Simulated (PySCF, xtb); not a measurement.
In(H)2(NEtMe) (C3H10InN), SMILES CC[N](C)[InH2].

GFN2-xTB (xtb) at its own geometry gives an orbital gap of 2.49 eV and a dipole moment of 1.46 D.

Coordinates come from a B3LYP-D3(BJ)/def2-SVP optimisation. The def2 effective core potentials stand for the cores of In; spin–orbit coupling is left out. Other conformers were not sampled.

Problem. What does ωB97X/def2-TZVP (PySCF) give? (Estimate from the structure and the level; the computed values follow.)

Solution. gap 8.61 eV (levels -8.21 and 0.40 eV), dipole 0.05 D.
